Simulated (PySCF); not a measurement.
Simulated characterisation data

[PySCF: NMR shieldings at PBE0/pcSseg-1/GIAO; geometry: GFN2-xTB; gas phase; fast rotation and ring inversion assumed for equivalent nuclei; single conformer; non-relativistic Hamiltonian]

δ = σ(ref) − σ, references computed at the same level: TMS for 1H, 13C. Where no couplings were computed, multiplicities follow the n + 1 count of equivalent neighbours, and m marks all less simple cases (inequivalent or close neighbours, rings, F or P nearby). Shifts are as computed. Against solution values, carbons near 30 ppm lie about +3 ppm off and those near 130 ppm about +5 ppm. Of 1211 compounds with measured shifts, 218 miss one by over three times the rms of a fit or turn the order of signals round; such compounds aren't used in these exercises.

Compound 1 (C$_{5}$H$_{8}$N$_{2}$OSi). 1H NMR (500 MHz, computed): δ 12.25 (t, 1H), 5.42 (d, 2H), 3.31 (s, 2H), 2.37 (s, 3H). 13C{1H} NMR (computed): δ 244.9, 186.0, 121.3, 35.2, 27.4. Structure: SMILES C/C(CC#N)=N\[SiH2]C=O.

Compound 2 (C$_{5}$H$_{8}$N$_{2}$OSi). 1H NMR (500 MHz, computed): δ 7.97 (d, 1H), 7.63 (d, 1H), 6.34 (m, 1H), 5.52 (m, 1H), 5.43 (m, 1H), 5.24 (d, 1H), 5.09 (d, 1H), 4.74 (d, 1H). 13C{1H} NMR (computed): δ 160.9 (CH2), 149.1 (CH), 127.6 (C), 122.1 (CH2), 100.2 (CH). Structure: `C=C[C@@H](N=C)O[SiH2]C#N`.
